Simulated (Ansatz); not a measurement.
Species: SnNOH$_{3}$, charge 0, singlet. SnNOH3 (SMILES [NH2][Sn][OH]).
B3LYP-D3(BJ)/def2-TZVP minimum from Ansatz (a quantum-chemistry and plane-wave program):
```
N
H 1 1.0098
H 1 1.0106 2 110.67
Sn 1 2.0393 2 123.25 3 180.00
O 4 2.0012 1 96.66 2 -180.00
H 5 0.9633 4 116.95 1 0.00
```

Atomisation energy term by term, kcal/mol (programs: Ansatz). Open shells are spin-unrestricted; no spin-orbit coupling. Cores are frozen in correlated methods (noble-gas shells, and filled d and f shells in the p block). Past Kr the def2 sets carry scalar-relativistic core potentials. CBS(X,Y): correlation extrapolated as X^-3, Hartree-Fock from the larger set. A bracket is a step between two methods taken in the basis named. Where a partner has so few electrons that a lower coupled-cluster level is exact, that level stands in. Spin-orbit terms, left out, reach several kcal/mol for Br and I, and more for heavier atoms.

| term | basis | kcal/mol |
|---|---|---|
| Hartree-Fock | def2-QZVPP | 286.02 |
| CCSD correlation | CBS(def2-TZVPP,def2-QZVPP) | 166.56 |
| (T) | CBS(def2-TZVPP,def2-QZVPP) | 11.76 |
| CCSDT(Q) - CCSD(T) | def2-SVP | 1.13 |
| sum: De |  | 465.5 |
